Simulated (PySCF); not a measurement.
input.py for Mg²⁺

File input.py (PySCF 2.14):

```python
from pyscf import gto, dft

mol = gto.M(
    atom='Mg 0 0 0',
    basis='pcseg-1',
    charge=2,
    spin=0,
    verbose=4,
)
mf = dft.RKS(mol, xc='lda,vwn')
mf.kernel()
mf.dip_moment()
print('orbital energies (hartree):', mf.mo_energy[..., max(0, mol.nelec[1]-3):mol.nelec[0]+3].round(4))
```

```bash
$ python input.py
```

The log (some set-up lines removed):

```
PySCF version 2.14.0

[INPUT] Symbol           X                Y                Z      unit          X                Y                Z       unit  Magmom
[INPUT]  1 Mg     0.000000000000   0.000000000000   0.000000000000 AA    0.000000000000   0.000000000000   0.000000000000 Bohr   0.0

nuclear repulsion = 0
number of shells = 2
number of NR pGTOs = 33
number of NR cGTOs = 10
basis = pcseg-1
ecp = {}

******** <class 'pyscf.dft.rks.RKS'> ********
method = RKS
initial guess = minao
damping factor = 0
level_shift factor = 0
DIIS = <class 'pyscf.scf.diis.CDIIS'>
SCF conv_tol = 1e-09
SCF max_cycles = 50
XC functionals = lda,vwn

grids dens level: 3
Initial guess from minao.
tot grids = 18584
init E= -199.109310869794
  HOMO = -1.69224245934639  LUMO = -0.172738530397805  gap/eV = 41.34781
cycle= 1 E= -198.271091813436  delta_E= 0.838  |g|= 0.124  |ddm|= 1.69
  HOMO = -2.49741319004294  LUMO = -0.655750324906726  gap/eV = 50.11420
cycle= 2 E= -198.274072917792  delta_E= -0.00298  |g|= 0.0171  |ddm|= 0.0993
  HOMO = -2.47153375223185  LUMO = -0.647131794493286  gap/eV = 49.64451
cycle= 3 E= -198.274129221186  delta_E= -5.63e-05  |g|= 9.54e-05  |ddm|= 0.0127
  HOMO = -2.47138301542063  LUMO = -0.646925741460338  gap/eV = 49.64601
cycle= 4 E= -198.274129222994  delta_E= -1.81e-09  |g|= 2.11e-07  |ddm|= 7.09e-05
  HOMO = -2.47138270945292  LUMO = -0.646925098557472  gap/eV = 49.64602
cycle= 5 E= -198.274129222994  delta_E= 1.71e-13  |g|= 1.25e-10  |ddm|= 1.56e-07
  HOMO = -2.47138270925568  LUMO = -0.646925098170336  gap/eV = 49.64602
Extra cycle  E= -198.274129222994  delta_E= -2.84e-14  |g|= 1.68e-11  |ddm|= 1.05e-10
converged SCF energy = -198.274129222994

WARN: System has nonzero charge 2; the dipole moment is origin-dependent.
Location of origin: [0. 0. 0.]

Dipole moment(X, Y, Z, Debye):  0.00000, -0.00000, -0.00000
orbital energies (hartree): [-2.4714 -2.4714 -2.4714 -0.6469 -0.4455 -0.4455]
```

In short: E(SCF) = -198.274129 Eh, 5 cycles.

Wall time 0.73 s on one thread of a shared host.
